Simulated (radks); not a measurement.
Excited configurations of C IV: one electron is placed in a higher orbital outside [He]. The ground configuration is [He] 2s1. Calculated with a radial shooting solver on a logarithmic mesh with Libxc functionals: scalar-relativistic Kohn-Sham, PBE, spin-unpolarised, spherical densities, finite nucleus; Fermi nuclear charge, rms radius 2.4702 fm; without spin polarisation the odd electron is poorly described. Excitation = E - E(ground); binding = E(ion) - E, where the ion is the core of charge +4; n* = 4/sqrt(2 binding) in atomic units, and the quantum defect is n - n*.

| outer orbital | excitation (eV) | binding (eV) | n* | quantum defect | eigenvalue (eV) | <r> (bohr) |
|---|---|---|---|---|---|---|
| 2p | 8.022 | 55.862 | 1.974 | 0.026 | -47.176 | 1.208 |
| 3s | 36.494 | 27.390 | 2.819 | 0.181 | -24.320 | 2.994 |
| 5s | 54.278 | 9.606 | 4.760 | 0.240 | -8.649 | 8.597 |
| 5d | 54.929 | 8.955 | 4.930 | 0.070 | -7.977 | 8.470 |
| 6f | 57.670 | 6.214 | 5.919 | 0.081 | -5.541 | 11.84 |
| 7p | 59.162 | 4.723 | 6.789 | 0.211 | -4.279 | 17.37 |
| 7f | 59.283 | 4.601 | 6.878 | 0.122 | -4.136 | 16.58 |

The Delta-SCF ionisation energy is 63.884 eV (NIST Atomic Spectra Database: 64.494 eV, measured). Self-interaction in the functional shifts the binding energies and quantum defects, so they are the method's values and not measured ones. Spin polarisation and multiplet splitting are left out, so open shells lie too high by an amount that depends on their filling.
